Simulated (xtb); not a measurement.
xtb input (GFN-FF):

```bash
xtb mol.xyz --gfnff --opt tight --chrg 0 --uhf 0
```
mol.xyz:
```
20

C      1.91236231    -1.77453465     1.08864790
C      0.63901168    -1.51214715     0.78457871
B      0.19358611    -0.26382808    -0.05114904
C      1.30024973     0.48217491    -0.88149685
C      1.61957154     1.77209833    -0.78057822
N     -1.14684490     0.16361323    -0.06104590
C     -1.66631842     1.22949192    -0.90388063
C     -2.19442236    -0.40541377     0.77151614
H      2.71653564    -1.11750112     0.77570255
H      2.20458835    -2.64384913     1.66803310
H     -0.09576129    -2.22824007     1.14600376
H      1.92892664    -0.12615607    -1.53065507
H      2.45062288     2.21040691    -1.32308720
H      1.06997333     2.44764410    -0.13254628
H     -0.90600323     1.57248980    -1.59705213
H     -2.00284948     2.07973066    -0.30032477
H     -2.52955664     0.86940920    -1.47387829
H     -1.79598501    -1.15211965     1.44973238
H     -2.97505235    -0.86665677     0.15676626
H     -2.66818176     0.37867216     1.37164968
```

End of the output:

```
         :::::::::::::::::::::::::::::::::::::::::::::::::::::
         ::                     SUMMARY                     ::
         :::::::::::::::::::::::::::::::::::::::::::::::::::::
         :: total energy              -3.153549505701 Eh    ::
         :: gradient norm              0.000666007776 Eh/a0 ::
         ::.................................................::
         :: bond energy               -3.291247032705 Eh    ::
         :: angle energy               0.003688295399 Eh    ::
         :: torsion energy             0.002151020808 Eh    ::
         :: repulsion energy           0.158624771035 Eh    ::
         :: electrostat energy        -0.013896672550 Eh    ::
         :: dispersion energy         -0.011817599477 Eh    ::
         :: HB energy                 -0.000000545458 Eh    ::
         :: XB energy                  0.000000000000 Eh    ::
         :: bonded atm energy         -0.001051742754 Eh    ::
         :: external energy            0.000000000000 Eh    ::
         :: add. restraining           0.000000000000 Eh    ::
         :: total charge              -0.000000000000 e     ::
         :::::::::::::::::::::::::::::::::::::::::::::::::::::

           -------------------------------------------------
          |                Property Printout                |
           -------------------------------------------------

molecular dipole:
                 x           y           z       tot (Debye)
 q only:       -0.052       0.072       0.066       0.282
           -------------------------------------------------
          |                Geometry Summary                 |
           -------------------------------------------------

      molecular mass/u    :      108.9774357
   center of mass at/Å    :        0.0286663      -0.0265847      -0.0520874
  moments of inertia/u·Å² :        0.2399078E+03   0.2590907E+03   0.4441995E+03
rotational constants/cm⁻¹ :        0.7026714E-01   0.6506460E-01   0.3795059E-01

 * 17 selected distances

     #   Z          #   Z                                           value/Å
     1   6 C        2   6 C                                       1.3148929
     4   6 C        5   6 C                                       1.3143068
     3   5 B        6   7 N                                       1.4147046
     6   7 N        7   6 C                                       1.4459151
     6   7 N        8   6 C                                       1.4461626 (max)
     1   6 C        9   1 H                                       1.0722073
     1   6 C       10   1 H                                       1.0728442
     2   6 C       11   1 H                                       1.0741766
     4   6 C       12   1 H                                       1.0737083
     5   6 C       13   1 H                                       1.0727992
     5   6 C       14   1 H                                       1.0719093 (min)
     7   6 C       15   1 H                                       1.0884888
     7   6 C       16   1 H                                       1.0888227
     7   6 C       17   1 H                                       1.0890304
     8   6 C       18   1 H                                       1.0883508
     8   6 C       19   1 H                                       1.0888677
     8   6 C       20   1 H                                       1.0889813

 * 4 distinct bonds (by element types)

   Z      Z             #   av. dist./Å        max./Å        min./Å
   1 H    6 C          12     1.0808489     1.0890304     1.0719093
   6 C    6 C           2     1.3145999     1.3148929     1.3143068
   5 B    7 N           1     1.4147046     1.4147046     1.4147046
   6 C    7 N           2     1.4460388     1.4461626     1.4459151

optimized geometry written to: xtbopt.xyz

           -------------------------------------------------
          | TOTAL ENERGY               -3.153549505701 Eh   |
          | GRADIENT NORM               0.000666007776 Eh/α |
           -------------------------------------------------
########################################################################
[WARNING] Runtime exception occurred
-1- gfnff_setup: Could not read topology file.
########################################################################

------------------------------------------------------------------------
------------------------------------------------------------------------
 total:
 SCF:
 ANC optimizer:
Note: The following floating-point exceptions are signalling: IEEE_UNDERFLOW_FLAG IEEE_DENORMAL
normal termination of xtb
```
